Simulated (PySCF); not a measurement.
The scaffold silaethenyl-X carries different groups X. Isolated molecules, 0 K electronic values unless said otherwise. One relaxed conformer stands for each flexible species; it need not be the lowest. Strings in code marks are SMILES.

The four lowest singlet excitations (Tamm–Dancoff). Calculation: ωB97X-D3(BJ)/def2-TZVP // PBE0-D3(BJ)/def2-TZVP (PySCF). Excitations are Tamm–Dancoff values on a coarser integration grid. The basis has no diffuse functions, so Rydberg states are missing or too high.

```
state  energy (eV)  wavelength (nm)  oscillator strength
-----  -----------  ---------------  -------------------
S1            5.60              221                0.362
S2            6.54              189                0.047
S3            6.81              182                0.040
S4            7.14              174                0.000
```

Task: Which member gives these states?
(A) `C=[SiH]C#N`
(B) `C=[SiH2]`
(C) `C=[SiH]O[SiH3]` (C–Si–O–Si torsion 1°)
(D) `C=[SiH]B(O)O`

Result: B, `C=[SiH2]`
